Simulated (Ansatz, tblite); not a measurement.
Removing and adding an electron: Sn10H16, a cluster cut from cubic tin. Charge 0, multiplicity 1. Geometry: PBE-D4/def2-SVP. Ansatz, gas phase; energy differences of separate SCF runs; the oxidised species was run as a doublet alone; the reduced species was run as a doublet alone.

```tsv
atom	x (Å)	y (Å)	z (Å)
Sn1	1.9182	2.0203	-0.4050
Sn2	-2.5199	0.8996	-0.8952
Sn3	-0.1463	-0.6226	2.7499
Sn4	0.7428	-2.3044	-1.4466
Sn5	1.7701	1.3985	2.3372
Sn6	-2.6575	0.2768	1.8472
Sn7	-0.5976	2.9172	-1.2957
Sn8	2.6608	-0.2823	-1.8458
Sn9	-1.7688	-1.3969	-2.3392
Sn10	0.5939	-2.9179	1.2973
H11	3.1060	3.2686	-0.6568
H12	-4.0753	1.4547	-1.4526
H13	-0.2362	-1.0044	4.4479
H14	1.2020	-3.7282	-2.3380
H15	1.3400	2.8152	3.2460
H16	3.3229	0.8699	2.9092
H17	-3.1335	1.6839	2.7474
H18	-3.8634	-0.9429	2.1204
H19	-1.0526	4.3529	-0.4303
H20	-0.5175	3.3337	-2.9804
H21	2.7797	0.0933	-3.5384
H22	4.2254	-0.8289	-1.3256
H23	-1.6937	-1.0256	-4.0358
H24	-2.9585	-2.6469	-2.1383
H25	2.1295	-3.5030	1.8617
H26	-0.5705	-4.1805	1.5597
```

In the def2 sets Sn takes a core potential; there is no spin–orbit coupling. The xTB rows come from tblite. LC-ωPBE has ω = 0.4 bohr⁻¹. Single mean-field runs in def2-TZVP are fitted with def2-universal-jkfit.

| level | −HOMO (eV) | vertical IE (eV) | −LUMO (eV) | vertical EA (eV) | HOMO–LUMO gap (eV) | IE − EA (eV) | remarks |
| --- | --- | --- | --- | --- | --- | --- | --- |
| GFN1-xTB | 10.61 | 12.23 | 8.30 | 6.74 | 2.31 | 5.48 | – |
| GFN2-xTB | 10.89 | 12.42 | 9.21 | 7.76 | 1.68 | 4.66 | – |
| PBE-D4/def2-TZVP | 6.20 | – | 2.54 | 1.12 | 3.66 | – | HOMO above zero (-1 doublet) |
| PBE0-D4/def2-TZVP | 7.03 | 8.18 | 1.72 | 0.75 | 5.31 | 7.42 | HOMO above zero (-1 doublet) |
| LC-ωPBE/def2-TZVP | 9.20 | 8.50 | -0.29 | 0.17 | 9.49 | 8.33 | – |

Relaxing the oxidised species (PBE-D4/def2-SVP) changes its energy by -0.43 eV at PBE0-D4/def2-TZVP, so the adiabatic ionisation energy to this nearest minimum is 7.75 eV.  Relaxing the reduced species (PBE-D4/def2-SVP) changes its energy by -0.53 eV at PBE-D4/def2-TZVP, so the adiabatic electron affinity to this nearest minimum is 1.65 eV. At PBE0-D4/def2-TZVP it is 1.39 eV.  Run but left out: PBE-D4/def2-TZVP (charge +1 doublet: an occupied level 0.03 eV above an empty one).   A HOMO above zero means that the electron is unbound at that level or that self-interaction error raises the level; the energy of removing that electron tells which. Raw xTB energy differences between charge states are shifted by several eV; the methods need an empirical correction for them. Sets without diffuse functions give affinities that are too small.
